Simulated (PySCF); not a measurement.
# Bond lengths and vibrations by method: AlClGeH2O

These are calculations, not measurements. The program is PySCF 2.14.0, an open-source quantum chemistry code, run on an isolated molecule that a program drew, which may never have been made. The molecule is AlClGeH2O (charge 0, singlet), drawn as the SMILES string `[O]=[Al][GeH2][Cl]`.

The geometry was optimised and harmonic frequencies were computed with HF and MP2, all in the cc-pV(D+d)Z basis, for the commonest isotopes, with a restricted reference for singlets and an unrestricted one otherwise, and a frozen core in MP2. Germanium has the cc-pVDZ-PP basis, with a core potential (ECP10MDF) in place of its 10 inner electrons, and its 3s, 3p and 3d shells are frozen in MP2. Each result is a local minimum of its method.

Geometry at the HF minimum:
```xyz
6
AlClGeH2O, angstrom
O    -2.1774   -1.1721    0.7843
Al   -0.6778   -0.7457    0.9850
Ge    1.6875   -0.0080    1.2404
Cl    2.5444   -1.3196    2.7547
H     2.5049   -0.2019   -0.0295
H     1.8072    1.4158    1.7664
```

Lengths of the bonds as drawn, in Å (atoms numbered as above):
| bond | HF | MP2 |
|---|---|---|
| O1-Al2 | 1.572 | 1.632 |
| Al2-Ge3 | 2.491 | 2.495 |
| Ge3-Cl4 | 2.179 | 2.179 |
| Ge3-H5 | 1.523 | 1.532 |
| Ge3-H6 | 1.523 | 1.532 |

Rotational constants, in GHz:
```
constant,HF,MP2
A,5.536,5.571
B,1.259,1.231
C,1.039,1.021
```

Harmonic frequencies in cm^-1, each column in rising order, so a row needn't be the same motion in every method:
| rank | HF | MP2 |
|---|---|---|
| 1 | 77 | 68 |
| 2 | 148 | 122 |
| 3 | 188 | 159 |
| 4 | 294 | 282 |
| 5 | 424 | 406 |
| 6 | 439 | 422 |
| 7 | 689 | 656 |
| 8 | 792 | 746 |
| 9 | 937 | ? |
| 10 | 1203 | 1032 |
| 11 | 2267 | 2199 |
| 12 | 2268 | 2208 |

**Estimate the missing MP2 frequency from the HF column.**

A single factor s that minimises the squared misfit of MP2 against s times HF over the other rows is sum(HF x MP2) / sum(HF^2) = 0.9563, with an rms misfit of 40 cm^-1. For rank 9 it gives 0.9563 x 937 = 896 cm^-1. The calculation gives 884 cm^-1, 12 cm^-1 below the estimate. The drawn bonds are on average 1.0 % longer in MP2 than in HF.
